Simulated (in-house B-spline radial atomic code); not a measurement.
Atomic self-consistent-field run: In IV (In3+). Method: non-relativistic BHandHLYP, spin-polarised, spherical fractional occupations, point nucleus. Calculated with a B-spline radial code for spherical atoms.

Command:
```bash
python run_scf.py task.json out
```
Settings:
```
Z                49
configuration    [Kr] 4d10
hamiltonian      nr
method           bhandhlyp
spin_polarised   True
```

Output (hartree, bohr):
```
 radial grid: 52 intervals, B-splines of order 8, outer radius 28.1081 bohr

 iter        energy (Eh)    residual
    1       -5726.020396    6.22e-01
    2       -5733.666171    5.30e-01
    3       -5740.460599    1.12e-01
    4       -5740.784554    2.22e-02
    5       -5740.792182    1.24e-02
    6       -5740.795763    2.77e-03
    7       -5740.795920    2.62e-04
    8       -5740.795922    2.26e-05
    9       -5740.795922    8.52e-07
   10       -5740.795922    4.85e-08

 total energy                     -5740.79592
 kinetic                            5738.7671
 electron-nucleus                 -13608.7902
 Hartree                            2284.8128
 exact exchange                      -76.6109
 exchange-correlation                -78.9747

 orbital      occ     eigenvalue          <r>       <r^2>       <1/r>       r_max
 1s up      1.000      -992.4578    0.0310496  0.00128967     48.4763     0.02056
 1s down    1.000      -992.4578    0.0310496  0.00128967     48.4763     0.02056
 2s up      1.000      -147.8936     0.134227    0.021167     11.0732      0.1139
 2s down    1.000      -147.8936     0.134227    0.021167     11.0732      0.1139
 2p up      3.000      -138.0249     0.114649   0.0159907     11.0642     0.08928
 2p down    3.000      -138.0249     0.114649   0.0159907     11.0642     0.08928
 3s up      1.000       -29.5190     0.360643    0.148493     3.98416      0.3273
 3s down    1.000       -29.5190     0.360643    0.148493     3.98416      0.3273
 3p up      3.000       -25.4475     0.352172     0.14372     3.90026      0.3141
 3p down    3.000       -25.4475     0.352172     0.14372     3.90026      0.3141
 3d up      5.000       -17.9433     0.323774    0.124293     3.75003      0.2587
 3d down    5.000       -17.9433     0.323774    0.124293     3.75003      0.2587
 4s up      1.000        -5.5972      0.87996    0.875598      1.5526      0.7968
 4s down    1.000        -5.5972      0.87996    0.875598      1.5526      0.7968
 4p up      3.000        -4.2293     0.935442    0.999086     1.44214      0.8283
 4p down    3.000        -4.2293     0.935442    0.999086     1.44214      0.8283
 4d up      5.000        -1.9626      1.13957      1.5336     1.16177      0.9244
 4d down    5.000        -1.9626      1.13957      1.5336     1.16177      0.9244
```

Time taken, with all properties: 0.31 s on 1 thread of Arm Neoverse V1 (shared host).
